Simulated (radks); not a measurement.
Results of a calculation; reference values are marked as such.
The germanium ion Ge+ inside a hard spherical wall (all orbitals vanish at R), configuration held at [Ar] 3d10 4s2 4p1 and not refilled when levels cross. Level of theory: non-relativistic Kohn-Sham, LDA (Slater exchange, VWN5 correlation), spin-polarised, spherical densities, point nucleus; open shells are filled with parallel spins first (a radial shooting solver on a logarithmic mesh with Libxc functionals). Eigenvalues in eV for spin up, with the zero of energy where the potential of the charges vanishes at infinity; a dash marks a level that is unbound or too diffuse for the functional's potential to be trusted. A positive occupied level is held by the wall or, in an anion where self-interaction has pushed it up, behind a barrier. The pressure on the wall is -dE/dV.

R (bohr)  E (hartree)  kinetic (hartree)    e(3p)    e(3d)    e(4s)    e(4p)  e(5s, empty)  e(4d, empty)  pressure (GPa)
free      -2073.53334           2071.530  -123.20  -39.457  -20.099  -11.837        -4.544        -3.205               0
12        -2073.53334           2071.530  -123.20  -39.457  -20.099  -11.837        -4.507        -3.169        < 0.0001
8         -2073.53307           2071.533  -123.18  -39.437  -20.085  -11.818        -3.677        -2.687          0.0157
6         -2073.52680           2071.585  -122.92  -39.178  -19.895  -11.534        -0.340        -1.096           0.676
5         -2073.50128           2071.751  -122.25  -38.526  -19.366  -10.727         5.167         1.344            4.78
4         -2073.37366           2072.401  -120.26  -36.593  -17.419   -7.885        19.376         7.405            38.0
3.5       -2073.17001           2073.277  -118.17  -34.556  -14.828   -4.326        34.448        13.709             116
